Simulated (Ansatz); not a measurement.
A run for Ansatz (a quantum-chemistry and plane-wave program): U-B3LYP-D3(BJ)/def2-TZVP on O2 (SMILES O=O).

Ansatz 0.2 input:
```yaml
crystal:
  periodic: [false, false, false]
  atoms:
    - {symbol: O, position_ang: [0.00000000, 0.00000000, 0.62300000]}
    - {symbol: O, position_ang: [0.00000000, 0.00000000, -0.62300000]}
basis:
  gaussian:
    orbitals: def2-TZVP
hamiltonian:
  xc: b3lyp
  dispersion: d3bj
magnetization: {spin_polarized: true, initial_magnetization: 2}
relax: {f_tol: 0.004, max_steps: 120}
```

Program output:

```
WARN ansatz: RAYON_NUM_THREADS=4 ignored (pool sized by the plan → 4); use --threads N
Functional definition: B3LYP
integrals: 0.01 GiB planned
302 factors; their error is unknown
mean field: 0.14 GiB planned
mean field evaluation 1: about -4091.8078 eV, gradient 1.2e1 eV
mean field evaluation 2: about -4092.0657 eV, gradient 7.7e0 eV
mean field evaluation 4: about -4092.2380 eV, gradient 3.2e-1 eV
mean field evaluation 8: about -4092.2514 eV, gradient 2.1e-3 eV
mean field -4092.25138781 eV, -150.3874646745 hartree, gradient 1.4e-5 eV, S^2 2.009458; 0 other end points of the search recorded, 0 dependent functions left out
the calculation of the forces begins
reference -4092.25151949 eV, -150.3874695134 hartree; 9, 7 occupied and 53, 55 virtual orbitals, 302 factors
relax step   1: F+E_penalty+E_count = -4092.26378067 eV  Δ(F+E_penalty+E_count) = +0.000e0 eV  max|allowed force component| = 2.846e0 eV/Å  Δτ_max = 0.0000 Å  (26 SCF iters, accepted)
these checks for a lower state are left out or cut short: starts, cluster_reference, orbital_swaps, neighbouring_geometries, increment
integrals: 0.01 GiB planned
302 factors; their error is unknown
mean field: 0.14 GiB planned
mean field evaluation 16: about -4092.2953 eV, gradient 1.9e-2 eV
mean field -4092.30895878 eV, -150.3895803684 hartree, gradient 2.0e-5 eV, S^2 2.009041; 0 other end points of the search recorded, 0 dependent functions left out
the calculation of the forces begins
reference -4092.30909007 eV, -150.3895851933 hartree; 9, 7 occupied and 53, 55 virtual orbitals, 302 factors
relax step   2: F+E_penalty+E_count = -4092.32135345 eV  Δ(F+E_penalty+E_count) = -5.757e-2 eV  max|allowed force component| = 8.428e-1 eV/Å  Δτ_max = 0.0153 Å  (28 SCF iters, accepted)
these checks for a lower state are left out or cut short: starts, cluster_reference, orbital_swaps, neighbouring_geometries, increment
integrals: 0.01 GiB planned
302 factors; their error is unknown
mean field: 0.14 GiB planned
mean field -4092.31364000 eV, -150.3897524001 hartree, gradient 1.8e-5 eV, S^2 2.008867; 0 other end points of the search recorded, 0 dependent functions left out
the calculation of the forces begins
reference -4092.31377117 eV, -150.3897572205 hartree; 9, 7 occupied and 53, 55 virtual orbitals, 302 factors
relax step   3: F+E_penalty+E_count = -4092.32603544 eV  Δ(F+E_penalty+E_count) = -4.682e-3 eV  max|allowed force component| = 1.013e-1 eV/Å  Δτ_max = 0.0062 Å  (29 SCF iters, accepted)
these checks for a lower state are left out or cut short: starts, cluster_reference, orbital_swaps, neighbouring_geometries, increment
integrals: 0.01 GiB planned
302 factors; their error is unknown
mean field: 0.14 GiB planned
mean field evaluation 32: about -4092.2998 eV, gradient 7.7e-5 eV
mean field -4092.31370481 eV, -150.3897547820 hartree, gradient 1.8e-5 eV, S^2 2.008886; 0 other end points of the search recorded, 0 dependent functions left out
the calculation of the forces begins
reference -4092.31383599 eV, -150.3897596028 hartree; 9, 7 occupied and 53, 55 virtual orbitals, 302 factors
relax step   4: F+E_penalty+E_count = -4092.32610018 eV  Δ(F+E_penalty+E_count) = -6.473e-5 eV  max|allowed force component| = 2.506e-3 eV/Å  Δτ_max = 0.0007 Å  (30 SCF iters, accepted)
integrals: 0.01 GiB planned
302 factors; their error is unknown
mean field: 0.14 GiB planned
mean field -4092.31370481 eV, -150.3897547820 hartree, gradient 5.1e-5 eV, S^2 2.008886; 1 other end points of the search recorded, 0 dependent functions left out
the calculation of the forces begins
reference -4092.31383599 eV, -150.3897596028 hartree; 9, 7 occupied and 53, 55 virtual orbitals, 302 factors
Total energy: -4092.32623136 eV, -150.3902151240 hartree
Atom 0 at     0.000000    -0.000000     0.602152 Å, force    -0.000000    -0.000000    -0.002506 eV/Å
Atom 1 at    -0.000000     0.000000    -0.602152 Å, force     0.000000     0.000000     0.002506 eV/Å
Dipole moment:     0.000000     0.000000     0.000000 e Å
```

Self-consistency was reached.

Cost: very roughly 4 core-seconds.
